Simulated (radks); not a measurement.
The numbers below are computed, except where a source is named.
Fractional charge and spin in the 5p shell of promethium: the spin-up occupation runs from 2 to 3 and the spin-down occupation from 2 to 3; the fullest corner is Pm2+, [Kr] 4d10 4f(up 2.5, down 2.5) 5s2 5p(up 3, down 3). Level of theory: scalar-relativistic Kohn-Sham, SCAN, spin-polarised, spherical densities, finite nucleus; meta-GGA in the generalised Kohn-Sham scheme; Fermi nuclear charge, rms radius of each element as measured or else 0.836 A^(1/3) + 0.57 fm (a radial shooting solver on a logarithmic mesh with Libxc functionals). Energy (eV) minus the two flat planes that join the four corners (they meet along the diagonal where the two added fractions sum to one electron); zero is where a piecewise linear energy would lie.

down \ up       2    2.25     2.5    2.75       3
2           0.000  -1.106  -1.480  -1.109   0.000
2.25       -1.106  -1.360  -0.880   0.319  -1.041
2.5        -1.480  -0.880   0.427  -0.834  -1.380
2.75       -1.109   0.319  -0.834  -1.282  -1.029
3           0.000  -1.041  -1.380  -1.029   0.000

Corners above the fullest one (they belong to Pm3+ and the next ion): (up 3, down 2) 41.859 eV, (up 2, down 3) 41.859 eV, (up 2, down 2) 96.893 eV. With half an added electron in each spin the energy lies 0.427 eV from the planes, and with half an added electron in spin up alone -1.480 eV. The planes are only a guide here: the flat-plane condition holds for ground states with one frontier orbital, while this shell lies below other occupied shells, so the corners above the fullest one are inner-hole states and not the ground states of those ions.
